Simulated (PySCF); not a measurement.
PySCF input file for GeBr₂, SMILES [Br][Ge][Br] (connectivity only; charge and spin as stated), neutral, multiplicity 1, TDDFT-PBE/def2-SVPD. Coordinates come from a PBE0-D3(BJ)/def2-SVP optimisation. The isomer is the one that the SMILES or the coordinates give; other isomers of the formula were not compared.

```python
import numpy as np
from pyscf import gto, scf, dft, tdscf

mol = gto.M(
    atom='''
    Ge    0.00000000    0.00000000    1.02251875
    Br    0.00000000    1.81068792   -0.46743714
    Br    0.00000000   -1.81068792   -0.46743714
    ''',
    basis='def2-SVPD',
    charge=0,
    spin=0,
    symmetry=True,
    max_memory=1600,
    verbose=4,
)
mf = dft.RKS(mol, xc='pbe').density_fit(auxbasis='def2-universal-jkfit')
mf.grids.level = 3
mf.conv_tol = 1e-9
mf.max_cycle = 100
mf.kernel()
mf.grids = dft.Grids(mol).set(level=1).build(with_non0tab=True)  # coarser grid for the response kernel
td = tdscf.TDDFT(mf)
td.singlet = True
td.nstates = 10
td.conv_tol = 1e-4
td.positive_eig_threshold = 1e-6
td.kernel(x0=td.get_init_guess(mf, 15))
td.analyze()
tt = tdscf.TDA(mf)
tt.singlet = False
tt.nstates = 4
tt.conv_tol = 1e-4
tt.positive_eig_threshold = 1e-6
tt.kernel(x0=tt.get_init_guess(mf, 9))
tt.analyze(verbose=3)
```

Log of the run:

```
PySCF version 2.14.0

[INPUT] verbose = 4
[INPUT] num. atoms = 3
[INPUT] num. electrons = 102
[INPUT] charge = 0
[INPUT] spin (= nelec alpha-beta = 2S) = 0
[INPUT] symmetry True subgroup None
[INPUT] Mole.unit = angstrom
[INPUT] Symbol           X                Y                Z      unit          X                Y                Z       unit  Magmom
[INPUT]  1 Ge     0.000000000000   0.000000000000   1.022518750000 AA    0.000000000000   0.000000000000   1.932280394733 Bohr   0.0
[INPUT]  2 Br     0.000000000000   1.810687920000  -0.467437140000 AA    0.000000000000   3.421704265858  -0.883328175050 Bohr   0.0
[INPUT]  3 Br     0.000000000000  -1.810687920000  -0.467437140000 AA    0.000000000000  -3.421704265858  -0.883328175050 Bohr   0.0

nuclear repulsion = 684.508479690766
point group symmetry = C2v
symmetry origin: [0.00000000e+00 0.00000000e+00 3.70534536e-09]
symmetry axis x: [-1. -0. -0.]
symmetry axis y: [0. 1. 0.]
symmetry axis z: [0. 0. 1.]
num. orbitals of irrep A1 = 46
num. orbitals of irrep A2 = 17
num. orbitals of irrep B1 = 21
num. orbitals of irrep B2 = 36
number of shells = 44
number of NR pGTOs = 246
number of NR cGTOs = 120
basis = def2-SVPD
ecp = {}


[settings echo left out]
init E= -7220.80877904171
HOMO (A1) = -0.253365922570446  LUMO (B1) = -0.124813910898515  gap/eV = 3.49808
cycle= 1 E= -7223.38537135548  delta_E= -2.58  |g|= 0.579  |ddm|= 2.04
HOMO (B2) = -0.226797288326131  LUMO (B1) = -0.18295980573585  gap/eV = 1.19288
cycle= 2 E= -7223.0244067366  delta_E= 0.361  |g|= 1.22  |ddm|= 2.02
HOMO (A1) = -0.247160059986248  LUMO (B1) = -0.131854328431518  gap/eV = 3.13763
cycle= 3 E= -7223.42738453587  delta_E= -0.403  |g|= 0.264  |ddm|= 1.65
HOMO (A1) = -0.249074181235484  LUMO (B1) = -0.146229945982768  gap/eV = 2.79853
cycle= 4 E= -7223.44595620542  delta_E= -0.0186  |g|= 0.0472  |ddm|= 0.37
HOMO (A1) = -0.251855555844847  LUMO (B1) = -0.147159842233201  gap/eV = 2.84892
cycle= 5 E= -7223.44672511927  delta_E= -0.000769  |g|= 0.00566  |ddm|= 0.0636
HOMO (A1) = -0.251267154954055  LUMO (B1) = -0.146688610433182  gap/eV = 2.84573
cycle= 6 E= -7223.44672957347  delta_E= -4.45e-06  |g|= 0.00142  |ddm|= 0.0077
HOMO (A1) = -0.251152583500647  LUMO (B1) = -0.14649329218594  gap/eV = 2.84792
cycle= 7 E= -7223.44673046781  delta_E= -8.94e-07  |g|= 0.000229  |ddm|= 0.00231
HOMO (A1) = -0.25119206044081  LUMO (B1) = -0.146519248135094  gap/eV = 2.84829
cycle= 8 E= -7223.44673048022  delta_E= -1.24e-08  |g|= 4.85e-05  |ddm|= 0.000433
HOMO (A1) = -0.251188993695756  LUMO (B1) = -0.14651820507313  gap/eV = 2.84824
cycle= 9 E= -7223.4467304809  delta_E= -6.85e-10  |g|= 1.11e-05  |ddm|= 7.57e-05
HOMO (A1) = -0.251188954937039  LUMO (B1) = -0.146517243852223  gap/eV = 2.84826
Extra cycle  E= -7223.44673048082  delta_E= 8.19e-11  |g|= 1.97e-05  |ddm|= 4.67e-05
converged SCF energy = -7223.44673048082
tot grids = 22080
Overwritten attributes  positive_eig_threshold  of <class 'pyscf.tdscf.rks.CasidaTDDFT'>


******** <class 'pyscf.tdscf.rks.CasidaTDDFT'> for <class 'pyscf.df.df_jk.DFSymAdaptedRKS'> ********
nstates = 10 singlet
deg_eia_thresh = 1.000e-03
wfnsym = None
conv_tol = 0.0001
eigh lindep = 1e-12
eigh level_shift = 0
eigh max_cycle = 100


Excitation energies (eV)
[3.17667151 3.19661911 4.00756053 4.51541778 4.73851786 5.42925846
 5.48627596 5.58964715 5.80691284 5.85714673]

** Singlet excitation energies and oscillator strengths **
Excited State   1:   A2      3.17667 eV    390.30 nm  f=0.0000
      50 -> 52        0.70705
Excited State   2:   B1      3.19662 eV    387.86 nm  f=0.0050
      47 -> 52       -0.11473
      51 -> 52        0.69733
Excited State   3:   B2      4.00756 eV    309.38 nm  f=0.0421
      49 -> 52        0.68272
      50 -> 53       -0.11589
      51 -> 54        0.13458
Excited State   4:   B1      4.51542 eV    274.58 nm  f=0.0069
      47 -> 52        0.69625
      51 -> 52        0.11244
Excited State   5:   A1      4.73852 eV    261.65 nm  f=0.0070
      48 -> 52        0.66970
      51 -> 53       -0.18380
Excited State   6:   A2      5.42926 eV    228.36 nm  f=0.0000
      46 -> 52       -0.70572
Excited State   7:   A1      5.48628 eV    225.99 nm  f=0.0685
      47 -> 53        0.13732
      48 -> 52       -0.12276
      50 -> 54        0.26280
      51 -> 53       -0.62361
Excited State   8:   B2      5.58965 eV    221.81 nm  f=0.0014
      50 -> 53        0.61708
      51 -> 54        0.33867
Excited State   9:   A1      5.80691 eV    213.51 nm  f=0.0498
      47 -> 53        0.10457
      50 -> 54       -0.65148
      51 -> 53       -0.22225
Excited State  10:   A2      5.85715 eV    211.68 nm  f=0.0000
      49 -> 53       -0.70483

** Transition electric dipole moments (AU) **
state          X           Y           Z        Dip. S.      Osc.
  1         0.0000      0.0000      0.0000      0.0000      0.0000
  2         0.2514      0.0000      0.0000      0.0632      0.0050
  3         0.0000     -0.6545     -0.0000      0.4284      0.0421
  4         0.2497     -0.0000     -0.0000      0.0624      0.0069
  5        -0.0000      0.0000      0.2455      0.0603      0.0070
  6         0.0000     -0.0000     -0.0000      0.0000      0.0000
  7         0.0000     -0.0000     -0.7138      0.5095      0.0685
  8        -0.0000     -0.1000     -0.0000      0.0100      0.0014
  9         0.0000     -0.0000     -0.5918      0.3502      0.0498
 10        -0.0000     -0.0000      0.0000      0.0000      0.0000

** Transition velocity dipole moments (imaginary part, AU) **
state          X           Y           Z        Dip. S.      Osc.
  1         0.0000      0.0000      0.0000      0.0000      0.0000
  2         0.0316      0.0000      0.0000      0.0010      0.0057
  3         0.0000     -0.0964     -0.0000      0.0093      0.0421
  4         0.0428     -0.0000     -0.0000      0.0018      0.0073
  5        -0.0000      0.0000      0.0422      0.0018      0.0068
  6        -0.0000     -0.0000     -0.0000      0.0000      0.0000
  7         0.0000     -0.0000     -0.1458      0.0213      0.0703
  8        -0.0000     -0.0208     -0.0000      0.0004      0.0014
  9         0.0000     -0.0000     -0.1280      0.0164      0.0512
 10        -0.0000     -0.0000      0.0000      0.0000      0.0000

** Transition magnetic dipole moments (imaginary part, AU) **
state          X           Y           Z
  1        -0.0000      0.0000     -0.4913
  2         0.0000     -1.3677     -0.0000
  3        -0.1455      0.0000      0.0000
  4        -0.0000     -0.7987     -0.0000
  5        -0.0000     -0.0000     -0.0000
  6         0.0000     -0.0000     -1.3254
  7         0.0000      0.0000     -0.0000
  8         0.1780      0.0000     -0.0000
  9         0.0000      0.0000     -0.0000
 10         0.0000     -0.0000     -0.0846
Overwritten attributes  positive_eig_threshold  of <class 'pyscf.tdscf.rks.TDA'>


******** <class 'pyscf.tdscf.rks.TDA'> for <class 'pyscf.df.df_jk.DFSymAdaptedRKS'> ********
nstates = 4 triplet
deg_eia_thresh = 1.000e-03
wfnsym = None
conv_tol = 0.0001
eigh lindep = 1e-12
eigh level_shift = 0
eigh max_cycle = 100


Excitation energies (eV)
[2.47612605 3.04569517 3.33788837 3.80750237]

** Triplet excitation energies and oscillator strengths **
Excited State   1:   B1      2.47613 eV    500.72 nm  f=0.0000
Excited State   2:   A2      3.04570 eV    407.08 nm  f=0.0000
Excited State   3:   B2      3.33789 eV    371.45 nm  f=0.0000
Excited State   4:   A1      3.80750 eV    325.63 nm  f=0.0000
```

The calculation finished and met its thresholds.

Cost: about 24 core-seconds (a rough figure).
